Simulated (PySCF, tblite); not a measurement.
Isomers of C5H13NSi, one GFN2-xTB conformer each. Single-point energies are computed at PBE0/pcSseg-1 (PySCF, gas phase, no added dispersion term), electronic only.

Question: Rank them by PBE0/pcSseg-1 energy, lowest first (kJ/mol).
A. `[CH2:1]=[N:2][SiH2:3][C@H:4]([CH3:5])[CH2:6][CH3:7]` with C1–N2–Si3–C4 113°, N2–Si3–C4–C5 -176°, Si3–C4–C6–C7 -69°
B. `[CH2:1]=[CH:2][Si@H:3]([CH2:4][CH3:5])[NH:6][CH3:7]` with C1–C2–Si3–C4 -99°, C2–Si3–C4–C5 58°, C2–Si3–N6–C7 -58°
C. `C/C=C(/[SiH3])N(C)C`

Answer: B (0.0), A (34.9), C (121.0).

As drawn, the lowest has an N–H bond, which the highest lacks. GFN2-xTB itself gives, in the same order: 44.0, 0.0, 34.8. GFN2-xTB puts C=N[SiH2][C@H](C)CC lowest instead; measured from each level's own lowest isomer, the values differ by up to 86.2 kJ/mol (C/C=C(/[SiH3])N(C)C: 34.8 against 121.0).

Question: Which frontier levels, dipoles and rotational constants go with these structures?

Answer: 
```
             SMILES  HOMO (eV, PBE0/pcSseg-1)  LUMO (eV)  dipole (D)     A, B, C (MHz)
    C=C[Si@H](CC)NC                     -6.55      -0.23        0.67  2473, 1547, 1027
C=N[SiH2][C@H](C)CC                     -6.87      -0.78        1.35  2758, 1522, 1079
C/C=C(/[SiH3])N(C)C                     -5.88       0.17        0.82  2306, 1838, 1214
```

Question: What happens when harmonic zero-point energies from GFN2-xTB frequencies are added?

Answer: 
| SMILES | ZPE (kJ/mol) | electronic (kJ/mol) | with ZPE (kJ/mol) |
| --- | --- | --- | --- |
| C=C[Si@H](CC)NC | 442.4 | 0.0 | 0.0 |
| C=N[SiH2][C@H](C)CC | 438.0 | 34.9 | 30.6 |
| C/C=C(/[SiH3])N(C)C | 430.4 | 121.0 | 109.0 |

The zero-point energies span 12.0 kJ/mol. The order is unchanged.

Question: As an exercise, what shares would exp(−E/RT) give at 2000 K from these electronic energies alone (no entropy, no degeneracies)?

Answer: RT = 16.629 kJ/mol: C=C[Si@H](CC)NC 89.1 %, C=N[SiH2][C@H](C)CC 10.9 %, C/C=C(/[SiH3])N(C)C 0.1 %.
